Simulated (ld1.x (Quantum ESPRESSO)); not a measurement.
Reading a pseudo-wave (zinc)

Columns: radius, all-electron u(r) and pseudo u(r) of the 4s shell (level -14.19 eV) of zinc in the configuration [Ar] 3d10 4s1 4p0; BP86, scalar-relativistic, PAW scheme, ld1.x (Quantum ESPRESSO) 7.5.

```csv
r (bohr),all-electron,pseudo
0.120,-0.1638,-0.0552
0.240,-0.0682,-0.1107
0.360,0.1910,-0.1663
0.480,0.3089,-0.2222
0.600,0.2769,-0.2783
0.720,0.1580,-0.3341
0.840,0.0053,-0.3892
0.960,-0.1495,-0.4430
1.080,-0.2902,-0.4946
1.200,-0.4100,-0.5430
1.320,-0.5073,-0.5872
1.440,-0.5827,-0.6261
1.560,-0.6383,-0.6588
1.680,-0.6766,-0.6842
1.800,-0.6999,-0.7018
1.920,-0.7106,-0.7108
2.040,-0.7110,-0.7110
2.160,-0.7028,-0.7028
2.280,-0.6879,-0.6879
2.400,-0.6677,-0.6677
2.520,-0.6434,-0.6434
2.640,-0.6161,-0.6161
2.760,-0.5868,-0.5868
2.880,-0.5561,-0.5561
3.000,-0.5248,-0.5248
3.120,-0.4933,-0.4933
```

How many radial nodes do the two functions have?

The all-electron 4s function has n − l − 1 = 3 (the table is too coarse to show those close to the nucleus); the pseudo-wave has 0, since the states of the same l below it are removed with the core.

At about which radius was the pseudo-wave matched?

2.00 bohr, where the columns begin to agree (steps of 0.12 bohr).

Is the pseudo-wave norm-conserving?

No, it belongs to a PAW set: the norm inside the radius is not constrained, and the difference is carried by the augmentation charge.
